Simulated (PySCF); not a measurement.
**Structure and largest two-photon cross section among the few lowest singlets (linear parallel light, single beam, Lorentzian half width 0.1 eV, states within 0.08 eV summed)**

Theory: TDDFT CAM-B3LYP/def2-SVPD excited states, vertical, gas phase in PySCF 2.14.0. Geometry: PBE0-D3(BJ)/def2-SVP.

Each molecule in one low-energy conformer.

Task: How does the largest two-photon cross section among the few lowest singlets (linear parallel light, single beam, Lorentzian half width 0.1 eV, states within 0.08 eV summed) change along this series?
- [SiH3]/C1=C/CC/C=C\CC1 (H replaced by SiH3)
- C/C1=C/CC/C=C\CC1 (H replaced by CH3)
- O=C/C1=C/CC/C=C\CC1 (H replaced by CHO)

Result: 
```
              molecule  S1 (eV)  f(S1)  largest σ (GM)  at photon λ (nm)
[SiH3]/C1=C/CC/C=C\CC1     6.48  0.065             0.5               368
     C/C1=C/CC/C=C\CC1     6.12  0.003             1.6               381
   O=C/C1=C/CC/C=C\CC1     4.07  0.000             1.4               429
```
The largest two-photon cross section among the few lowest singlets (linear parallel light, single beam, Lorentzian half width 0.1 eV, states within 0.08 eV summed) is lowest for [SiH3]/C1=C/CC/C=C\CC1 and highest for C/C1=C/CC/C=C\CC1.
